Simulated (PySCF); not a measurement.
# Si²⁺ (silicon, charge +2): UHF calculation

Configuration: [Ne] 3d2, high-spin 3F determinant (an excited configuration). All numbers are calculated (PySCF 2.14, no relativity, point nucleus, in aug-cc-pV(D+d)Z).

| Item | Value |
| --- | --- |
| Total energy | -286.671248 hartree |
| One-electron energy | -385.1258 hartree |
| Hartree (Coulomb) energy | 118.0094 hartree |
| Exchange energy | -19.5549 hartree |
| Kinetic energy | 286.16672 hartree |
| ⟨S²⟩ | 2.0000 |
| ⟨L²⟩ | 12.000 |
| Sum of ⟨r⟩ | 10.31 bohr |
| Sum of ⟨r²⟩ | 22.14 bohr² |
| Density at the nucleus (Gaussians lack the cusp) | 1710 bohr⁻³ |
| Spin density at the nucleus | -0.0624 bohr⁻³ |
| Langevin diamagnetic susceptibility | -17.5 ×10⁻⁶ cm³/mol |

```
shell  electrons  mean orbital energy (hartree)  rms radius, mean of both spins (bohr)
 1s β          1                      -70.04906                                  0.129
 1s α          1                      -70.04829                                  0.129
 2s α          1                       -7.27591                                  0.613
 2s β          1                       -7.27181                                  0.613
 2p α          3                       -5.39565                                  0.596
 2p β          3                       -5.39081                                  0.596
 3d α          2                       -0.60611                                   3.10
```

The outer electron is Rydberg-like, and this basis confines it to a smaller radius and binds it less than a complete one would.

Spin-orbit constants ζ (cm⁻¹) from the X2C one-electron operator on these orbitals (non-relativistic here): bare nucleus, nucleus screened by l(l+1)(2l+1)/3 electrons, and screened by the Breit-Pauli mean field of the electrons.

```json
{"shell": "2p", "bare": "3832", "screened nucleus": "3285", "mean field": "3035"}
{"shell": "3d", "bare": "11.59", "screened nucleus": "3.311", "mean field": "2.589"}
```

To first order the Landé constant is A = 1.294 cm⁻¹, so the lowest level has J = 2 and lies 0.000642 eV below the centre of the term. This holds in LS coupling only.
